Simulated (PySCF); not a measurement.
## Pt²⁺: ionisation energy

Pt²⁺ [Xe] 4f14 5d8 (3F) → Pt³⁺ [Xe] 4f14 5d7 (4F), as a difference of total energies. Computed with PySCF 2.14 in ANO-RCC-VTZP (8s7p5d3f1g, 84 functions), with the spin-free X2C one-electron Hamiltonian (Gaussian nucleus). The calculations carry no spin-orbit coupling.

```tsv
method	ionisation energy (eV)
UHF	29.166
B3LYP	31.163
LC-wPBE	30.843
BHandHLYP	30.759
```

The reference lies between the lowest fine-structure levels, while these numbers refer to the centres of the terms.

For comparison: 29 ± 1.6 eV (theoretical estimate listed by NIST; NIST Atomic Spectra Database, ionization energies).
